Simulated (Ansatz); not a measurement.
The same bond dissociation along the group O, S, Se.

Computed with Ansatz on PBE0-D4/def2-TZVP structures; ΔE is electronic, products minus reactants. CBS: MP2 limit from def2 TZ/QZ plus the TZ coupled-cluster correction, frozen cores. This one scheme is used for every species. DFT in def2-TZVPP. B3LYP here is the variant with VWN-RPA as its local correlation; programs differ in this. No spin–orbit coupling; open shells (•) take unrestricted orbitals. For Ge, Se outer-core shells are correlated without core-valence functions, which leaves a few kJ/mol of doubt a bond. Scalar relativity is left out up to krypton.

| reaction | CCSD(T)/CBS(def2) (kcal/mol) |
| --- | --- |
| `[OH][GeH3]` → `[GeH3]`• + `[OH]`• | 106.9 |
| `[SH][GeH3]` → `[GeH3]`• + `[SH]`• | 83.2 |
| `[GeH3][SeH]` → `[GeH3]`• + `[SeH]`• | ? |

(1) Fill in the missing values. (An estimate is asked.)

Largest T1 diagnostic: 0.012, for `[GeH3]`•.

Answers

(1) Computed: `[GeH3][SeH]` → `[GeH3]`• + `[SeH]`•: +77.1 kcal/mol.
